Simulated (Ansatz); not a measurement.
`CC(=O)OBCl` + `[CH3][GeH3]` → `BOC(C)=O` + `[CH3][GeH2][Cl]`  (redistribution)

Program: Ansatz. Geometries: PBE0-D4/def2-TZVP. ΔE: electronic, gas phase. CBS: MP2 limit from def2 TZ/QZ plus the TZ coupled-cluster correction, frozen cores. Functionals use def2-TZVPP. For Ge outer-core shells are correlated without core-valence functions, which leaves a few kJ/mol of doubt a bond. Scalar relativity is left out up to krypton. Each species was taken in one conformer, which may not be the lowest.

CCSD(T)/CBS gives +3.1 kcal/mol.

Question: Another level gave +4.8 kcal/mol. Which?
A. PBE-D4/def2-TZVPP
B. CCSD/def2-TZVPP
C. BHLYP-D4/def2-TZVPP
D. HF/def2-TZVPP

Answer: A. PBE-D4 4.8, CCSD/def2-TZVPP 3.2, HF/def2-TZVPP 0.2, BHLYP-D4 1.8 kcal/mol.

Largest T1 diagnostic among the species: 0.015.

At CCSD(T), def2-SVP lies +4.7 kcal/mol from the extrapolated value and def2-TZVPP +0.5 kcal/mol. In def2-TZVPP, CCSD(T) changes the Hartree–Fock value by +3.5 kcal/mol (the triples alone add +0.5 kcal/mol) and MP2 by +3.2 kcal/mol. Leaving LDA and LC-ωPBE aside and taking each functional with its dispersion term where it has one, the values, not all of them listed here, spread over 3.4 kcal/mol, from BHLYP-D4 to B97M-V. LDA lies +2.6 kcal/mol from PBE without D4.
